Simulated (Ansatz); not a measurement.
`[Cl][GaH][GeH3]` + `[SiH3][SeH]` → `[SiH3][Se][GeH3]` + `[Cl][GaH2]` at 500 K and 1 bar (cleavage of the Ge–Ga bond).

Computed with Ansatz on PBE0-D4/def2-TZVP structures; ΔE is electronic, products minus reactants. CCSD(T)/CBS adds triple-zeta CCSD(T) − MP2 to the extrapolated MP2 energy (def2 sets, frozen cores). For Ga, Ge, Se outer-core shells are correlated without core-valence functions, which leaves a few kJ/mol of doubt a bond. Scalar relativity is left out up to krypton.

```
           species  CCSD(T)/CBS energy (Eh)  H − E (kJ/mol)  S (J/(mol·K))
 `[Cl][GaH][GeH3]`              -4462.28367           121.9          414.4
     `[SiH3][SeH]`              -2692.20088           115.2          325.5
`[SiH3][Se][GeH3]`              -4769.53721           174.9          428.3
      `[Cl][GaH2]`              -2384.95520            61.3          294.0
```

H − E and S are ideal-gas, rigid-rotor, harmonic terms from PBE0-D4/def2-TZVP. 1 Eh = 2625.50 kJ/mol, R = 8.31446 J/(mol·K).

Question: By hand: ΔE, ΔH, ΔS and ΔG.

Answer: ΔE = (-4769.53721) + (-2384.95520) − (-4462.28367) − (-2692.20088) = -0.00786 Eh = -20.6 kJ/mol. Δ(H − E) = 174.9 + 61.3 − 121.9 − 115.2 = -0.9, so ΔH = -21.5 kJ/mol. ΔS = 428.3 + 294.0 − 414.4 − 325.5 = -17.6 J/(mol·K). ΔG = -21.5 − 500 × (-17.6)/1000 = -12.7 kJ/mol.

Question: By hand: the equilibrium constant, and the temperature at which ΔG would vanish if ΔH and ΔS stayed fixed.

Answer: log₁₀ K = −ΔG/(RT ln 10) = 1.3. ΔG = 0 at ΔH/ΔS = 1222 K, though so small a ΔS makes that figure unsure.

TΔS isn't small against ΔH here. A doubt of 5 kJ/mol in ΔE shifts log₁₀ K by 0.5 here. Modes under 60 cm⁻¹, often nearly free rotors, make the harmonic entropy too high. These are equilibria of isolated gas molecules and say nothing of rates. Largest T1 diagnostic: 0.012 (customary marks: 0.02 for closed shells, 0.045 for open ones).
